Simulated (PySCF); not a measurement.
**Working out the excitation energy of N⁺**

N⁺ [He] 2s2 2p2 (3P) → N⁺ [He] 2s1 2p3 (5S). All numbers are calculated (PySCF 2.14, the non-relativistic Hamiltonian (point nucleus), in aug-cc-pVDZ (4s3p2d, 23 functions)). Frozen: 1s2. Energies in hartree (1 hartree = 27.21139 eV):

| part | N⁺ (lower) | N⁺ (upper) |
| --- | --- | --- |
| UHF | -53.881265 | -53.730973 |
| CCSD correlation | -0.077235 | -0.022718 |
| (T) | -0.000872 | -0.000099 |

Problem. What does Hartree-Fock give?

Solution. (-53.730973) − (-53.881265) = 0.150292 hartree = 4.090 eV.

Problem. What do CCSD and CCSD(T) give?

Solution. The CCSD correlation energies differ by 0.054517 hartree = 1.483 eV and the triples by 0.000773 hartree = 0.021 eV, so CCSD gives 5.573 eV and CCSD(T) 5.594 eV.

Measured between the centres of the two terms (NIST): 5.790 eV, so CCSD(T) (valence) is off by -0.196 eV.

A double-zeta basis recovers only part of the correlation energy.

What remains against the reference includes basis incompleteness, the frozen core and higher excitations.
